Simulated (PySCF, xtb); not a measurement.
ScCl₂, SMILES [Cl][Sc+][Cl], charge +1.

GFN2-xTB (xtb) at its own geometry gives an orbital gap of 1.74 eV.

Geometry optimised at B3LYP-D3(BJ)/def2-TZVP. The spin state was assumed, not searched. The isomer is the one that the SMILES or the coordinates give; other isomers of the formula were not compared.

**Question.** What does B3LYP/def2-TZVPD (PySCF) give? (Estimate from the structure and the level; the computed values follow.)

**Answer.** gap 5.04 eV (levels -14.19 and -9.16 eV).
